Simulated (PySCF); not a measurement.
A TDDFT job was run through a driver script with this input:

```
{"job": {"kind": "uv", "xc": "CAM-B3LYP", "basis": "def2-SVPD", "ip": true, "dynamic": true}, "charge": 0, "multiplicity": 1}
C      1.925190    -0.858446    -0.299360
O      0.559436    -0.576213    -0.148914
B      0.048049     0.654907    -0.410429
O      0.850243     1.679416    -0.821593
O     -1.287502     0.878871    -0.253496
C     -2.143605    -0.149463     0.167894
H      2.094522    -1.446268    -1.216931
H      2.531489     0.058488    -0.356745
H      2.264787    -1.459641     0.558157
H      0.336419     2.483436    -0.944626
H     -2.147964    -0.992778    -0.542496
H     -1.852986    -0.543791     1.155690
H     -3.162731     0.257679     0.236933
```

Level of theory: TDDFT CAM-B3LYP/def2-SVPD, vertical, gas phase, core orbitals frozen in the response (PySCF 2.14.0, density-fitted response routines). Job line and output are in the format of a driver script around the code.

Q: Give the output.

A: 
```
coarse grid: 10856 points
cycle   1  E = -330.5080845531  dE =  8.388e-01  |g| = 9.103e-01  |ddm| = 5.233e+00
cycle   2  E = -330.4580035513  dE =  5.008e-02  |g| = 1.086e+00  |ddm| = 2.191e+00
cycle   3  E = -330.6637129779  dE = -2.057e-01  |g| = 3.809e-02  |ddm| = 1.097e+00
cycle   4  E = -330.6640180822  dE = -3.051e-04  |g| = 1.199e-02  |ddm| = 6.443e-02
cycle   5  E = -330.6640360717  dE = -1.799e-05  |g| = 8.963e-03  |ddm| = 2.037e-02
cycle   6  E = -330.6640502768  dE = -1.421e-05  |g| = 9.001e-04  |ddm| = 8.120e-03
cycle   7  E = -330.6640504552  dE = -1.784e-07  |g| = 3.640e-04  |ddm| = 1.883e-03
final grid: 104856 points
cycle   8  E = -330.7374103527  dE = -3.878e-05  |g| = 3.160e-03  |ddm| = 6.756e-02
cycle   9  E = -330.7374109599  dE = -6.072e-07  |g| = 2.899e-03  |ddm| = 9.715e-03
cycle  10  E = -330.7374127068  dE = -1.747e-06  |g| = 3.771e-04  |ddm| = 3.519e-03
cycle  11  E = -330.7374127238  dE = -1.705e-08  |g| = 2.446e-04  |ddm| = 5.056e-04
cycle  12  E = -330.7374127354  dE = -1.163e-08  |g| = 1.066e-05  |ddm| = 2.701e-04
cycle  13  E = -330.7374127355  dE = -5.070e-11  |g| = 5.200e-06  |ddm| = 3.483e-05
converged SCF energy = -330.7374127355

Static polarisability (au): isotropic 51.297, principal 42.157 52.407 59.328

Singlet excitations
state   eV       nm        f      main configurations
  1   7.5288    164.7   0.00079   H->L 0.86
  2   7.8649    157.6   0.01427   H-1->L 0.82
  3   8.5194    145.5   0.00307   H-2->L 0.83
  4   8.6141    143.9   0.02582   H->L+1 0.58, H-1->L+1 0.20, H->L+2 0.10
  5   8.6932    142.6   0.00421   H-3->L 0.79
  6   8.7768    141.3   0.00062   H->L+2 0.39, H->L+1 0.22, H-1->L+2 0.19
  7   9.0976    136.3   0.03004   H-1->L+1 0.28, H-1->L+4 0.14, H->L+2 0.12
  8   9.1159    136.0   0.10460   H->L+3 0.74
  9   9.2457    134.1   0.00485   H->L+4 0.49, H-1->L+2 0.23, H->L+2 0.13
 10   9.4265    131.5   0.02424   H-2->L+1 0.49, H-5->L 0.23, H-3->L+1 0.13

Triplet excitations (Tamm-Dancoff, eV): 7.3995 7.6822 8.3527 8.3656
Vertical ionisation energy (delta-SCF) = 10.6295 eV
```

Geometry: PBE0-D3(BJ)/def2-SVP, one conformer, isolated molecule.

The SCF starts on a coarse grid; the energy jumps when the final grid takes over, and dE counts afresh there. H and L stand for HOMO and LUMO.

The vertical ionisation energy (ΔSCF) is 10.63 eV, 1.20 eV above S10.

Conformer computed: `[CH3:1][O:2][B:3]([OH:4])[O:5][CH3:6]`: C1–O2–B3–O4 -1°, O2–B3–O5–C6 0°, H–O4–B3–O2 -179°.

Without π bonds the low states are Rydberg-like; a valence basis with one diffuse set may place them up to an eV too high.
